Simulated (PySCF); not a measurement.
# Computed records: B₃H₆Si, AlBH₅N₂, Al₂H₂NO

Calculation on a computer-drawn molecule: optimised geometry and harmonic frequencies of an isolated molecule of the commonest isotopes, restricted reference for singlets and unrestricted otherwise, frozen core in MP2. Program: PySCF 2.14.0.

Common to all runs: method HF; basis cc-pV(D+d)Z.

(1) B₃H₆Si

Start structure:
```xyz
10
B3H6Si
B     -1.0151    -1.9929     1.1710
B      0.0836    -1.0702     0.6424
B      1.1233    -0.0453     0.2172
Si     2.0423    -1.2654    -1.2823
H     -0.8459    -2.7049     2.1005
H     -2.0964    -2.0666     0.8542
H      1.6433     1.0540     0.2168
H      1.7549    -0.3892    -2.5052
H      1.5966    -2.5340    -1.5279
H      3.4389    -1.2197    -0.7969
```

It was run with charge 1 and multiplicity 1.

The calculation gives: rotational constants 17.96, 1.941, 1.818 GHz; total energy -366.0984 hartree; convergence status largest gradient component 2.998e-05 hartree/bohr.

Drawn bonds:
```csv
atom,other atom,order
1,2,1
2,3,1
3,4,1
1,5,1
1,6,1
3,7,1
4,8,1
4,9,1
4,10,1
```

Optimised structure:
```xyz
10
B3H6Si
B     -1.3286    -2.0299     1.5066
B     -0.0734    -1.1137     0.7665
B      1.1788    -0.2829    -0.0105
Si     2.3228    -1.1329    -1.5198
H     -1.0608    -2.6820     2.4658
H     -2.4204    -1.9758     1.0355
H      1.4046     0.8389     0.3318
H      2.1062    -0.2552    -2.6851
H      1.8912    -2.5166    -1.7925
H      3.7053    -1.0840    -1.0086
```

Modes:
```csv
frequency (cm⁻¹),reduced mass (dalton)
24.52,1.117
79.09,3.749
118.5,1.051
218.3,2.015
326.7,3.981
462,2.023
477.1,1.055
622.9,1.362
640.2,1.73
662.2,3.923
802.8,1.923
884.5,1.262
957.2,1.098
975.4,1.453
1001,1.046
1022,1.037
1140,5.114
1227,1.226
2342,1.015
2354,1.053
2357,1.053
2737,1.048
2760,1.09
2851,1.129
```

(2) AlBH₅N₂

Start structure:
```xyz
9
AlBH5N2
B     -1.5907    -0.7244     2.1732
N     -1.0448     0.4237     2.3532
Al    -1.7382     0.7387     0.6360
N     -0.6041     0.8833    -0.7089
H     -1.6888    -1.7599     2.7085
H     -0.6682     0.8876     3.2132
H     -3.0684     1.4939     0.5571
H     -0.8731     1.2696    -1.6821
H      0.3885     0.6123    -0.8035
```

It was run with charge 0 and multiplicity 2.

The calculation gives: rotational constants 24.52, 3.088, 2.742 GHz; total energy -378.4696 hartree; spin squared 0.7555; convergence status largest gradient component 2.166e-05 hartree/bohr.

Drawn bonds:
```csv
atom,other atom,order
1,2,1
2,3,1
3,4,1
1,5,1
2,6,1
3,7,1
4,8,1
4,9,1
```

Optimised structure:
```xyz
9
AlBH5N2
B     -2.0333    -0.5724     2.9280
N     -1.1992    -0.1287     1.9030
Al    -1.7420     0.7978     0.4458
N     -0.5139     1.2603    -0.7298
H     -1.6897    -1.1886     3.9033
H     -0.2244    -0.3599     2.0165
H     -3.2470     1.1786     0.2295
H     -0.7063     1.7734    -1.5698
H      0.4681     1.0644    -0.6796
```

Modes:
```csv
frequency (cm⁻¹),reduced mass (dalton)
82.88,3.764
168.5,3.017
289,4.171
324.2,1.051
410.7,1.264
444.5,1.267
552.9,1.206
603.2,1.264
684.1,2.113
780.2,1.518
865.4,1.242
867.4,5.409
974.7,1.212
1288,1.441
1392,5.042
1678,1.11
2042,1.043
2669,1.098
3717,1.074
3779,1.052
3860,1.093
```

(3) Al₂H₂NO

Start structure:
```xyz
6
Al2H2NO
O      0.5990    -3.9696     1.5633
Al    -0.1997    -3.0212     0.6915
N     -1.0587    -1.9534    -0.5619
Al    -2.1779    -1.2100     0.6889
H     -0.9241    -1.8519    -1.5730
H     -3.3543    -0.3220     1.3610
```

Here we set charge 0 and multiplicity 2.

It finds rotational constants 37.57, 1.803, 1.72 GHz; total energy -614.3290 hartree; spin squared 0.7546; convergence status largest gradient component 3.035e-05 hartree/bohr.

Drawn bonds:
```csv
atom,other atom,order
1,2,2
2,3,1
3,4,1
3,5,1
4,6,1
```

Optimised structure:
```xyz
6
Al2H2NO
O      1.0660    -4.2651     1.0024
Al    -0.0022    -3.1874     0.5776
N     -1.1965    -1.9836     0.1112
Al    -2.4373    -1.0889     1.0719
H     -1.1948    -1.7430    -0.8717
H     -3.3509    -0.0601     0.2783
```

Modes:
```csv
frequency (cm⁻¹),reduced mass (dalton)
112.9,8.937
174.3,1.423
257.7,11.07
273.2,3.889
525.3,1.236
530.6,1.9
695.2,2.205
877.3,3.508
1081,1.358
1234,18.63
1930,1.044
3704,1.074
```
